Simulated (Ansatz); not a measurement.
Input file for C₃H₁₁MoN₃O, SMILES `C[N]=[Mo]([NH2])(=[N]C)[O]C`:

```yaml
crystal:
  periodic: [false, false, false]
  atoms:
    - {symbol: C, position_ang: [1.125216, -0.942779, -2.644794]}
    - {symbol: N, position_ang: [1.031111, -0.722064, -1.248519]}
    - {symbol: Mo, position_ang: [0.531994, -0.109414, 0.291544]}
    - {symbol: N, position_ang: [2.063369, 0.796159, 1.096427]}
    - {symbol: N, position_ang: [-0.717360, 1.081604, 0.134583]}
    - {symbol: C, position_ang: [-1.655862, 1.942238, -0.490864]}
    - {symbol: O, position_ang: [-0.121214, -1.566002, 1.315877]}
    - {symbol: C, position_ang: [-1.064619, -1.568306, 2.349156]}
    - {symbol: H, position_ang: [2.142987, -0.736601, -2.995925]}
    - {symbol: H, position_ang: [0.437520, -0.301070, -3.207197]}
    - {symbol: H, position_ang: [0.894500, -1.986591, -2.886850]}
    - {symbol: H, position_ang: [3.017522, 0.610398, 0.829383]}
    - {symbol: H, position_ang: [1.990453, 1.681750, 1.572046]}
    - {symbol: H, position_ang: [-2.672436, 1.717518, -0.149270]}
    - {symbol: H, position_ang: [-1.632719, 1.848936, -1.582245]}
    - {symbol: H, position_ang: [-1.443917, 2.986454, -0.233783]}
    - {symbol: H, position_ang: [-0.579630, -1.399761, 3.318241]}
    - {symbol: H, position_ang: [-1.561926, -2.543700, 2.381563]}
    - {symbol: H, position_ang: [-1.826890, -0.792867, 2.207126]}
basis:
  gaussian: {orbitals: def2-SVP}
correlation: {method: ccsd_t}
```

```sh
$ ansatz run in.yaml --threads 4 --pin off --events-out ev --progress --plain --max-ram 66560MiB --backend cuda --devices 0, --max-vram 37GiB
```

Log, shortened:

```
Functional definition: HF
1891 factors; integrals over basis functions are off by at most 1.6e-3 eV
mean field evaluation 1: about -11567.8865 eV, gradient 6.4e1 eV
mean field evaluation 2: about -11568.2357 eV, gradient 6.4e1 eV
mean field evaluation 4: about -11576.5081 eV, gradient 1.5e1 eV
mean field evaluation 8: about -11577.0170 eV, gradient 4.6e-1 eV
mean field -11577.01848232 eV, -425.4475820402 hartree, gradient 2.5e-6 eV, S^2 0.000000; 0 other end points of the search recorded, 0 dependent functions left out; unrestricted orbitals would lower it
7 core orbitals not correlated: weight in the atoms' cores, before any rotation towards them, 1.000 or more for the frozen orbitals, at most 0.000 for the correlated occupied ones
reference -11577.01848232 eV, -425.4475820402 hartree; 29, 29 occupied and 148, 148 virtual orbitals, 1891 factors
second order -43.46272282 eV of doubles, -0.00000000 eV of singles
cycle   1  -40.42319176 eV  change     3.0e0 eV  update   3.1e-1
cycle   2  -42.42421605 eV  change    -2.0e0 eV  update   2.0e-1
cycle   3  -42.98163260 eV  change   -5.6e-1 eV  update   4.1e-2
cycle   4  -43.03662774 eV  change   -5.5e-2 eV  update   1.8e-2
cycle   5  -43.02678049 eV  change    9.8e-3 eV  update   4.7e-3
cycle   6  -43.03033756 eV  change   -3.6e-3 eV  update   2.6e-3
cycle   7  -43.02899770 eV  change    1.3e-3 eV  update   9.3e-4
cycle   8  -43.02824996 eV  change    7.5e-4 eV  update   4.3e-4
cycle   9  -43.02837629 eV  change   -1.3e-4 eV  update   1.8e-4
cycle  10  -43.02857665 eV  change   -2.0e-4 eV  update   7.4e-5
cycle  11  -43.02844102 eV  change    1.4e-4 eV  update   4.4e-5
cycle  12  -43.02836288 eV  change    7.8e-5 eV  update   2.0e-5
cycle  13  -43.02843076 eV  change   -6.8e-5 eV  update   1.0e-5
perturbative correction -2.04605253 eV, -0.0751910437 hartree
Total energy: -11622.09296561 eV, -427.1040387487 hartree
```

Hardware: 4 threads of an AMD EPYC 7R13 on a shared host and a share of an NVIDIA H100 80 GB. Wall time 18 s, peak host memory 0.99 GiB.

The correlation energy is -45.074 eV, 4.5 % of it from (T); the T1 diagnostic reads 0.0185.
